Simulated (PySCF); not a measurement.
Quadrupolar nuclei of `O=C([SiH3])O[Si@H]([SiH3])C(F)F` in NMR

Species: C2H8F2O2Si3.
Z-matrix (Å and degrees, GFN2-xTB geometry), rows numbered from 1:
```
O 
C   1  1.2092
Si  2  1.9174  1  125.28
O   2  1.3259  1  121.81  3   177.42
Si  4  1.6843  2  121.98  1     1.11
Si  5  2.3118  4  108.60  2   -22.81
C   5  1.9382  4   98.82  2  -143.93
F   7  1.3628  5  109.74  4  -162.65
F   7  1.3662  5  110.65  4    81.06
H   3  1.4603  2  106.93  1  -152.07
H   3  1.4624  2  106.19  1    89.12
H   3  1.4591  2  107.71  1   -30.23
H   5  1.4686  4  100.33  2   111.02
H   6  1.4605  5  110.03  4    84.25
H   6  1.4643  5  112.27  4   -41.07
H   6  1.4735  5  108.49  4  -158.56
H   7  1.0991  5  116.75  4   -41.05
```

Computed at PBE0/pcSseg-1 (PySCF, non-relativistic):

```csv
atom,environment,nucleus,spin I,Q (b),CQ = χzz (MHz),η
O1,carbonyl oxygen,17O,5/2,-0.0256,8.947,0.234
O4,oxygen singly bound to a carbonyl carbon,17O,5/2,-0.0256,-7.812,0.141
```

Problem. Which field gradients stand behind these couplings (CQ in MHz = 234.96 × Q in b × Vzz in au)?

Solution. Vxx = −Vzz(1 − η)/2 and Vyy = −Vzz(1 + η)/2, in au:

| atom | Vxx (au) | Vyy (au) | Vzz (au) | Vzz (10²¹ V/m²) |
| --- | --- | --- | --- | --- |
| O1 | 0.570 | 0.918 | -1.487 | -14.45 |
| O4 | -0.558 | -0.741 | 1.299 | 12.62 |

Problem. At 14.1 T, set νQ = 3|CQ|/[2I(2I − 1)] beside the Larmor frequency (|g| × 7.62259 MHz/T × B; g(17O) = −0.75752), and give PQ = |CQ|√(1 + η²/3).

Solution. 
```csv
atom,PQ (MHz),νQ (MHz),ν0 (MHz),νQ/ν0
O1,9.029,1.342,81.42,0.016
O4,7.838,1.172,81.42,0.014
```

For O1: PQ = 8.947 × 1.0091, νQ = 8.947 × 0.1500, ν0 = 5.7742 MHz/T × 14.1 T.

Problem. Second-order quadrupolar shift of the central transition's centre of gravity (half-integer spins, νQ < ν0/10) at 14.1 and 18.8 T.

Solution. δ = −(3/40)(PQ/ν0)² [I(I + 1) − 3/4]/[I²(2I − 1)²], in ppm:

| site | 14.1 T | 18.8 T |
| --- | --- | --- |
| 17O at O1 | -73.8 | -41.5 |
| 17O at O4 | -55.6 | -31.3 |

Problem. In the extreme-narrowing limit, with isotropic tumbling and one correlation time, the quadrupolar linewidth goes as PQ². What relative widths follow for the 17O sites?

Solution. O1 1, O4 0.75, with O1 as 1.

Problem. Quadrupolar 1/T1 and linewidth for τc = 4 ps (extreme narrowing, isotropic tumbling)?

Solution. 1/T1 = 1/T2 = (3π²/10)(2I + 3)/[I²(2I − 1)] × PQ² × τc; the width is 1/(πT2).

```json
{"site": "17O at O1", "spin factor (2I + 3)/[I²(2I − 1)]": "0.320", "1/T1 (s⁻¹)": "309", "T1 (ms)": "3.24", "linewidth (Hz)": "98.3"}
{"site": "17O at O4", "spin factor (2I + 3)/[I²(2I − 1)]": "0.320", "1/T1 (s⁻¹)": "233", "T1 (ms)": "4.29", "linewidth (Hz)": "74.1"}
```

The couplings are those of the rigid, isolated species; surroundings and motion change them. GFN2-xTB frequencies show an imaginary mode (21i cm⁻¹), so this geometry is no minimum at that level. GFN2-xTB bond lengths can be off by several hundredths of an ångström, more for odd bonds, and the gradients follow them. These gradients aren't converged with respect to the basis.

These values come from a run that also computed NMR shieldings. On an Arm Neoverse V2 with one thread, no GPU, shared host with 32 logical CPUs at a one-minute load of 17, this took 39 s and 0.96 GiB of memory at its peak.

One conformer stands for the species.
